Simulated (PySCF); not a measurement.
States of one metal complex from SC-NEVPT2 in the d shell, PySCF, above the ground state:

```tsv
2S+1	degeneracy	energy / cm⁻¹	f (electric dipole)
4	1	0	–
4	2	28	0
2	2	8680	–
4	2	9960	0
4	1	10017	0
2	2	18116	–
2	1	18120	–
2	2	18492	–
2	1	18532	–
4	1	21246	0
2	1	22391	–
2	2	22422	–
```

**Question.** Which of these complexes, all computed at model or optimised geometries, gave the data?
A. [MoI4]- (d3, tetrahedral)
B. [Co(NH3)6]2+ (d7, octahedral)
C. [V(H2O)6]2+ (d3, octahedral)
D. [VI5]3- (d3, square pyramidal)

**Answer.** B. [Co(NH3)6]2+ (d7, octahedral) has 4Ag (from 4T1g), then 4Eg (from 4T1g) at 28, 2Eg at 8680 cm⁻¹ (NEVPT2). The others: [VI5]3- (d3, square pyramidal) has 4B1, then 4E at 3394, 4A2 at 7899 cm⁻¹ (NEVPT2); [MoI4]- (d3, tetrahedral) has 4T1, then 2E at 1747, 4T2 at 8209 cm⁻¹ (NEVPT2); [V(H2O)6]2+ (d3, octahedral) has 4Ag, then 4Tg at 11921, 2Eg at 14410 cm⁻¹ (NEVPT2).

On [Co(NH3)6]2+: 4Eg (from 4T1g) (28 cm⁻¹) lies within 300 cm⁻¹ of 4Ag (from 4T1g) at NEVPT2 level, inside the method's error: they are parts of one split term, whose order is undecided. NEVPT2 lifts 4Eg (from 4T2g) from 7524 to 9960 cm⁻¹; on the d shell alone it tends to overshoot states that fill the eg-type orbitals.
